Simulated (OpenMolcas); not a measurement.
# Computed levels of O4+

```json
{
 "Program": "OpenMolcas 26.06",
 "Method": "CASSCF",
 "Basis": "ANO-RCC-VTZP [4s3p2d1f]",
 "Scalar Hamiltonian": "DKH2, point nucleus",
 "Active space": "2 electrons in 4 orbitals (2s 2p)",
 "State averaging": "2S+1 = 3 even, 3 roots; 2S+1 = 1 even, 7 roots; 2S+1 = 3 odd, 3 roots; 2S+1 = 1 odd, 3 roots",
 "Spin-orbit coupling": "state interaction with AMFI integrals over the reference wave functions, term energies averaged over their components"
}
```

Spin-free terms above the lowest, with the occupations of the reference:

```
Configuration  Term  E (cm⁻¹)      Occupations
          2s²    ¹S       0.0  2s 1.86 2p 0.14
        2s 2p   ³P°     83074  2s 1.00 2p 1.00
        2s 2p   ¹P°    170957  2s 1.00 2p 1.00
          2p²    ³P    215945          2p 2.00
          2p²    ¹D    242320          2p 2.00
          2p²    ¹S    302169  2s 0.14 2p 1.86
```

With spin-orbit coupling, above the lowest level:

| Configuration | Term | J | E (cm⁻¹) | Measured (cm⁻¹) | g | Term weight % |
| --- | --- | --- | --- | --- | --- | --- |
| 2s² | ¹S | 0 | 0.0 | 0.0 |  | 100 |
| 2s 2p | ³P° | 0 | 82778 | 81942 |  | 100 |
| 2s 2p | ³P° | 1 | 82926 | 82079 | 1.501 | 100 |
| 2s 2p | ³P° | 2 | 83222 | 82385 | 1.501 | 100 |
| 2s 2p | ¹P° | 1 | 170958 | 158798 | 1.000 | 100 |
| 2p² | ³P | 0 | 215652 | 213462 |  | 100 |
| 2p² | ³P | 1 | 215800 | 213618 | 1.501 | 100 |
| 2p² | ³P | 2 | 216089 | 213887 | 1.501 | 100 |
| 2p² | ¹D | 2 | 242322 | 231721 | 1.000 | 100 |
| 2p² | ¹S | 0 | 302171 | 287910 |  | 100 |

Against the 9 measured excited levels shown (Moore, Selected Tables of Atomic Spectra, NSRDS-NBS 3, section 9) the mean absolute deviation is 5100 cm-1; the largest miss in energy is 2p² ¹S₀: computed 302171, measured 287910 cm⁻¹ (+5.0 %), and the largest in proportion 2s 2p ¹P°₁ (+7.7 %).

Measured partners are found by configuration, term and J. A level has none where our copy of the source lacks it or the pairing is in doubt (some pairs that miss far off the trend of their configuration count as doubtful), and it then counts in no deviation. Levels of configurations outside the active space are missing.

The term weight is that of the spin-free term in the level, not the purity of its configuration. ° marks odd parity.
